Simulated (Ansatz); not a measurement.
Ansatz (an electronic-structure program) input (B3LYP/pcseg-2):

Ansatz 0.2 input:
```yaml
crystal:
  periodic: [false, false, false]
  atoms:
    - {symbol: Cl, position_ang: [0.00000000, 0.00000000, 0.00000000]}
basis:
  gaussian:
    orbitals: pcseg-2
hamiltonian:
  xc: {name: B3LYP}
magnetization: {spin_polarized: true, initial_magnetization: 1}
scf: {lower_state_search: full}
```

Output:

```
Functional definition: B3LYP
integrals: 0.00 GiB planned
273 factors; their error is unknown
mean field: 0.08 GiB planned
mean field evaluation 1: about -12521.9060 eV, gradient 4.5e0 eV
mean field evaluation 2: about -12521.9968 eV, gradient 1.6e0 eV
mean field evaluation 4: about -12522.0078 eV, gradient 5.6e-2 eV
mean field evaluation 8: about -12522.0628 eV, gradient 1.3e-3 eV
mean field evaluation 16: about -12521.8251 eV, gradient 6.6e0 eV
mean field evaluation 32: about -12522.0628 eV, gradient 6.4e-2 eV
mean field -12522.06280764 eV, -460.1773204218 hartree, gradient 4.0e-6 eV, S^2 0.752848; 2 other end points of the search recorded, 0 dependent functions left out
reference -12522.06293923 eV, -460.1773252576 hartree; 9, 8 occupied and 25, 26 virtual orbitals, 273 factors
Total energy: -12522.06293923 eV, -460.1773252576 hartree
```
